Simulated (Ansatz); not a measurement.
Reaction (redistribution): `CS[SiH2][AlH][NH2]` + `OB(O)F` → `[NH2][AlH][SiH2]O` + `CSB(O)F`

Computed with Ansatz on PBE0-D4/def2-TZVP structures; ΔE is electronic, products minus reactants. CBS: MP2 limit from def2 TZ/QZ plus the TZ coupled-cluster correction, frozen cores. Functionals use def2-TZVPP. B3LYP here is the variant with VWN-RPA as its local correlation; programs differ in this. HSE06 is defined as in plane-wave codes. One conformer a species, not always the lowest.

Is it downhill or uphill in electronic energy at CCSD(T)/CBS, and by how much? (Best estimate.)

The calculation gave: Uphill: ΔE = +49.2 kJ/mol.

What do these levels give: PBE-D4, r2SCAN-D4, B3LYP-D4, HSE06-D4, PBE, PBE0, BHLYP, HF/def2-SVP, CCSD(T)/def2-SVP, MP2/def2-TZVPP, SCS-MP2/def2-QZVPP, CCSD/CBS(def2)? (An estimate is asked.)

Ansatz gave: PBE-D4 51.5, r2SCAN-D4 49.8, B3LYP-D4 49.0, HSE06-D4 55.1, PBE 48.1, PBE0 51.5, BHLYP 46.3, HF/def2-SVP 68.9, CCSD(T)/def2-SVP 68.4, MP2/def2-TZVPP 49.0, SCS-MP2/def2-QZVPP 45.7, CCSD/CBS(def2) 48.8 kJ/mol.

What do rigid-rotor, harmonic-oscillator terms from PBE0-D4/def2-TZVP frequencies (298.15 K, 1 bar) make of the CCSD(T)/CBS value? (Best estimate.)

Computed: ΔZPE = -3.4 kJ/mol, ΔH = +46.6 kJ/mol, ΔS = 7 J/(mol·K), ΔG = +44.7 kJ/mol. Modes under 50 cm⁻¹ make the entropy rough.

Largest T1 diagnostic among the species: 0.012.

From PBE to PBE0 (25 % exact exchange), in def2-TZVPP and without D4, ΔE moves by +3.3 kJ/mol. Leaving LDA and LC-ωPBE aside and taking each functional with its dispersion term where it has one, the values, not all of them listed here, spread over 9.8 kJ/mol, from B2PLYP to HSE06-D4. LDA lies +5.4 kJ/mol from PBE without D4. At CCSD(T), def2-SVP lies +19.2 kJ/mol from the extrapolated value and def2-TZVPP +0.1 kJ/mol.
